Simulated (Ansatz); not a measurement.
Molecule: NbO, charge 0, multiplicity 4. The spin state was set by rule; other spins were not relaxed. SMILES: [O]=[Nb]
Structure (B3LYP-D3(BJ)/def2-TZVP (Ansatz, an electronic-structure program) minimum search):
```
Nb
O 1 1.6880
```
Charge 0, spin multiplicity 4.

Problem. Give the harmonic wavenumbers at B3LYP-D3(BJ)/def2-TZVP (Ansatz, finite differences of forces, unscaled).

Solution. 1020 cm⁻¹. Zero-point energy 1.5 kcal/mol.

Problem. From these and the geometry, give the ideal-gas thermochemistry at 298.15 K and 1 atm (rigid rotor, harmonic oscillator).

Solution. Point group C∞v, rotational symmetry number 1. Rotational constants 13, 13 GHz. S(trans) 39.97, S(rot) 14.25, S(vib) 0.09, S(elec, spin only) 2.75, S 57.1 cal/(mol K). H(298) - H(0) 2.10 kcal/mol; G - E(el) -13.5 kcal/mol.
